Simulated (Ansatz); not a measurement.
Input for Ansatz (a program for electronic structure): U-wB97M-V/def2-TZVPP on C2H3O (SMILES [CH2]C=O), 2S+1 = 2, atoms moved off the minimum.

Ansatz 0.2 input:
```yaml
crystal:
  periodic: [false, false, false]
  atoms:
    - {symbol: C, position_ang: [-1.15451742, 0.20219825, 0.02169258]}
    - {symbol: C, position_ang: [0.27183111, 0.32142956, -0.02422246]}
    - {symbol: O, position_ang: [1.00686359, -0.65974663, 0.01727333]}
    - {symbol: H, position_ang: [-1.60524513, -0.84036306, 0.07021740]}
    - {symbol: H, position_ang: [-1.83090194, 1.11807346, 0.01423149]}
    - {symbol: H, position_ang: [0.65413981, 1.36963077, -0.06509515]}
basis:
  gaussian:
    orbitals: def2-TZVPP
hamiltonian:
  xc: {name: wB97M-V}
magnetization: {spin_polarized: true, initial_magnetization: 1}
output: {forces: true}
```

The head of its log:

```
Functional definition: wB97M-V
[...]
integrals: 0.05 GiB planned
688 factors; their error is unknown
integrals: 0.08 GiB planned
168 factors; integrals over basis functions are off by at most 1.0e-5 eV
mean field: 0.66 GiB planned
mean field evaluation 1: about -4164.7882 eV, gradient 2.8e1 eV
mean field evaluation 2: about -4163.7829 eV, gradient 3.6e1 eV
```

Question: Give the final energy of this run.

Answer: -153.1675 hartree.
